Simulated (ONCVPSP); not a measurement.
tin: ONCV pseudisation with PBE, scalar-relativistic reference atom.

* Element: tin (Sn)
* Generator: ONCVPSP 4.0.1
* Type: optimised norm-conserving Vanderbilt (ONCV)
* Functional: PBE
* Relativity: scalar-relativistic
* Frozen core: [Kr]
* Valence charge: 14
* Reference configuration: 4d10 5s2 5p2
* Partial waves: 5s: rc 2.10 bohr, ncon 3, nbas 6, qcut 3.5 1/bohr, 2 projectors, debl 2.8 Ha; 5p: rc 2.05 bohr, ncon 4, nbas 7, qcut 3.2 1/bohr, 2 projectors, debl 2.6 Ha; 4d: rc 1.35 bohr, ncon 3, nbas 8, qcut 9.8 1/bohr, 2 projectors, debl 3.4 Ha
* Local potential: polynomial inside 1.00 bohr (lpopt 3, dvloc0 0 Ha)
* Core correction: polynomial model core, fcfact 0.25

Poles of the logarithmic derivatives, all-electron (AE) and pseudo (PS). s: poles at 1.3 (AE) and 1.3 (PS) Ha. p: poles at 2.4 (AE) and 0.7, 2.4 (PS) Ha. d: poles at 0.5 (AE) and 0.5 (PS) Ha. Test radii: s 2.13, p 2.08, d 1.37 bohr.

* Cutoffs needed: 38 Ha and 43 Ha (the cutoffs (Ha) at which the residual kinetic energy of the hardest occupied pseudo-wave falls to 1 and 0.1 mHa per electron)
* Ghost test: ghosts flagged at negative energy: s at -140.7 eV; GHOST(+) flagged for p at 20.3 eV; a true bound ghost makes a file unfit for plane-wave use
* Configuration tests: 1 of 4 tests not solved or not reliable
* rms error of d²Exc/dni dnj: 4.37 mHa without and 1.12 mHa with the model core
